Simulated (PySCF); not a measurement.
Atom-mapped SMILES (the numbers label the heavy atoms): `[CH2:1]=[CH:2]/[C:3](=[CH:4]/[SiH3:5])[Si@H:6]([PH2:7])[Cl:8]`; H(Xn) means a hydrogen on atom n. Ha(C1) is cis to C3; Hb(C1) is trans to C3.

Computed data (PySCF): shieldings: GIAO PBE0/pcSseg-1, GFN2-xTB geometry. Non-relativistic, fast rotation and ring inversion assumed for equivalent nuclei, isolated molecule, a single conformation.

Question: Predict the 2D correlation tables (HSQC, COSY, HMBC).

Answer: 

HSQC (one-bond C–H):
```
           δH          δC
 7.13 (H(C4))  153.6 (C4)
 6.66 (H(C2))  152.5 (C2)
5.46 (Hb(C1))  123.0 (C1)
5.15 (Ha(C1))  123.0 (C1)
```

COSY cross peaks (H two or three bonds apart, from the bond graph; peaks can be absent where the dihedral angle is near 90°):
```
           δH             δH
 7.13 (H(C4))  4.47 (H(Si5))
 6.66 (H(C2))  5.46 (Hb(C1))
 6.66 (H(C2))  5.15 (Ha(C1))
6.35 (H(Si6))   1.47 (H(P7))
5.46 (Hb(C1))  5.15 (Ha(C1))
```

HMBC (two and three bonds, from the bond graph):
```
           δH                                  δC
 7.13 (H(C4))              164.8 (C3), 152.5 (C2)
 6.66 (H(C2))  164.8 (C3), 153.6 (C4), 123.0 (C1)
6.35 (H(Si6))  164.8 (C3), 153.6 (C4), 152.5 (C2)
5.46 (Hb(C1))              164.8 (C3), 152.5 (C2)
5.15 (Ha(C1))              164.8 (C3), 152.5 (C2)
4.47 (H(Si5))              164.8 (C3), 153.6 (C4)
 1.47 (H(P7))                          164.8 (C3)
```

References, each an isolated molecule treated in the same way: TMS for 1H, 13C.

Short H···H contacts in this conformer between protons four or more bonds apart (candidates for NOE cross peaks, intensity ∝ r⁻⁶): H(C2)···H(C4) 2.25 Å, Ha(C1)···H(Si6) 2.47 Å.

Shifts are as computed. Against solution values, carbons near 30 ppm lie about +3 ppm off and those near 130 ppm about +5 ppm. Of 1309 compounds with measured shifts, 239 miss one by over three times the rms of a fit or turn the order of signals round; such compounds aren't used in these exercises.
